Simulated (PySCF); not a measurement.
# Exact mass, isotope pattern and composition

Species: `CC[CH2][In]([Cl])[Cl]` (InCl2(nPr)).

Calculated from isotope tables alone.

(1) Find the molar and monoisotopic masses of C3H7Cl2In.

(2) Give the isotope pattern of the molecular ion M+•, merging species of the same nominal mass.

(3) Which m/z would the protonated, sodiated and deprotonated molecule have?

(4) Resolve the fine structure: one atom at a time replaced by a minor isotope.

(5) Count the protons, neutrons and electrons of the monoisotopic species, and give its exact less its nominal mass.

(6) What is the composition by mass?

(7) What share of all molecules is the monoisotopic species?

Results:

(1) For C3H7Cl2In, with standard atomic weights, 1 × 114.818 + 2 × 35.450 + 3 × 12.011 + 7 × 1.008 = 228.807 g/mol. From the most abundant isotopes (115In, 35Cl, 12C, 1H), 1 × 114.903878 + 2 × 34.968853 + 3 × 12.000000 + 7 × 1.007825 = 227.8964 u.

(2) 
| nominal mass | m/z (centroid) | relative intensity |
| --- | --- | --- |
| 226 | 225.8960 | 4.4 |
| 227 | 226.8994 | 0.1 |
| 228 | 227.8957 | 100.0 |
| 229 | 228.8992 | 3.3 |
| 230 | 229.8928 | 62.6 |
| 231 | 230.8963 | 2.1 |
| 232 | 231.8899 | 10.0 |
| 233 | 232.8933 | 0.3 |

Cut off at 0.1 %. One electron mass, 0.00055 u, is taken off. Abundances used (%; other tables differ somewhat): 113In 4.29, 115In 95.71; 35Cl 75.78, 37Cl 24.22; 12C 98.93, 13C 1.07; 1H 99.9885, 2H 0.0115.

(3) [M+H]+ 228.9036, [M+Na]+ 250.8856, [M−H]− 226.8891, for the monoisotopic species (arithmetic only; whether such ions form is another matter).

(4) Intensity in % of the monoisotopic species:

| isotope | mass shift (u) | m/z | intensity (%) |
| --- | --- | --- | --- |
| 113In | -1.99982 | 225.8960 | 4.48 |
| 13C | +1.00335 | 228.8992 | 3.24 |
| 2H | +1.00628 | 228.9021 | 0.08 |
| 37Cl | +1.99705 | 229.8929 | 63.92 |

Species under 0.02 % are left out.

(5) 108 protons, 120 neutrons and 108 electrons; 227.8964 − 228 = -0.1036 u.

(6) In 50.18 %, Cl 30.99 %, C 15.75 %, H 3.08 %.

(7) 0.9571 × 0.7578^2 × 0.9893^3 × 0.999885^7 = 53.17 %.
